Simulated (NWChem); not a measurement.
Molecule: C₂Cl₃, doublet; SMILES ClC(=[C]Cl)Cl

```xyz
5

Cl    -0.2576    -2.3695     0.0000
C     -0.7311    -0.7737     0.0000
C     -0.1258     0.4124     0.0000
Cl     1.6130     0.5960     0.0000
Cl    -1.0426     1.8839     0.0000
```
Atoms are numbered in this order, from 1.

Level: PBE-D3(BJ)/def2-SVP, spin-unrestricted (NWChem), optimised geometry, unscaled harmonic frequencies. In the optimisation the excess spin sits in a' (Cs, its own frame).

```csv
frequency (cm⁻¹),IR intensity (km/mol)
123,1.2
183,2.3
257,0.1
380,1.1
423,0.1
578,4.9
820,139.8
861,162.7
1664,9.4
```

- zero-point energy = 7.6 kcal/mol
- thermal correction to the enthalpy at 298.15 K (with zero-point energy) = 11.6 kcal/mol
- heat capacity Cv = 16.7 cal/(mol K)
- entropy at 298.15 K and 1 atm (symmetry number 1, electronic part: spin degeneracy alone) = 80.0 cal/(mol K)
- dipole moment = 0.86 D

Rigid rotor and harmonic oscillator.
